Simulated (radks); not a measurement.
Values are calculated unless marked as measured or tabulated.
Question: Excited configurations of Se II: one electron is placed in a higher orbital outside [Ar] 3d10 4s2 4p2. The ground configuration is [Ar] 3d10 4s2 4p3. Code: a radial shooting solver on a logarithmic mesh with Libxc functionals. Model: scalar-relativistic Kohn-Sham, r2SCAN, spin-polarised, spherical densities, finite nucleus; open shells are filled with parallel spins first; meta-GGA in the generalised Kohn-Sham scheme; Fermi nuclear charge, rms radius 4.14 fm. Excitation = E - E(ground); binding = E(ion) - E, where the ion is the core of charge +2; n* = 2/sqrt(2 binding) in atomic units, and the quantum defect is n - n*.

outer orbital  excitation (eV)  binding (eV)     n*  quantum defect  eigenvalue (eV)  <r> (bohr)
4d                      13.949         7.843  2.634           1.366           -5.189       3.713
4f                      18.366         3.427  3.985           0.015           -2.442       8.800
5p                      14.835         6.957  2.797           2.203           -5.502       5.633
6s                      17.103         4.689  3.407           2.593           -3.784       8.912
6d                      19.171         2.621  4.556           1.444           -2.060       14.61
7p                      19.384         2.408  4.754           2.246           -1.952       17.05
7d                      20.003         1.790  5.514           1.486           -1.436       22.16
7f                      20.595         1.197  6.742           0.258           -0.961       32.33

Estimate the row for 5s.

Answer: excitation (eV) 12.508; binding (eV) 9.285; n* 2.421; quantum defect 2.579; eigenvalue (eV) -7.479; <r> (bohr) 4.561. The Delta-SCF ionisation energy is 21.792 eV (NIST Atomic Spectra Database: 21.20 eV, measured). Self-interaction in the functional shifts the binding energies and quantum defects, so they are the method's values and not measured ones. Open shells are spherical and high-spin; term and fine-structure splittings are not resolved.
